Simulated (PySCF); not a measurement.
**Dipole response of Sc⁺ (scandium, charge +1)**

[Ar] 3d1 4s1, high-spin 3D determinant. Computed with PySCF 2.14 in x2c-QZVPPall with one added diffuse shell each of s, p, d, f, g type (12s8p6d4f3g, 121 functions), with scalar relativity by spin-free X2C-1e. Coupled (time-dependent) response in atomic units; α is the mean over directions.

```tsv
method	mean α (bohr³)	α xx, yy, zz	C₆ (like pair)	S(−4)
PBE0	62.96	61.72, 61.72, 65.43	435.3	3508
```

S(−4) is the Cauchy moment in α(ω) = α(0) + S(−4) ω² + …

α(iu) at PBE0:

| u (hartree) | α(iu) (bohr³) |
| --- | --- |
| 0 | 62.96 |
| 0.0500 | 55.34 |
| 0.100 | 41.05 |
| 0.200 | 21.51 |
| 0.300 | 13.09 |
| 0.500 | 6.934 |
| 0.750 | 4.327 |
| 1.00 | 3.122 |
| 1.50 | 1.918 |
| 2.00 | 1.305 |
| 3.00 | 0.7107 |
| 5.00 | 0.3046 |

A single London oscillator, α(iu) = α/(1 + u²/ω²), gives C₆ = (3/4) ω α². Matching the computed C₆ needs ω = 4 × 435.3 / (3 × 62.96²) = 0.146 hartree.

For an ion, C₆ is the dispersion term alone; charge-induced terms of lower order in 1/R come first.

The components differ because the open shell of this determinant is not spherical; for a pure term their mean is the scalar polarisability.
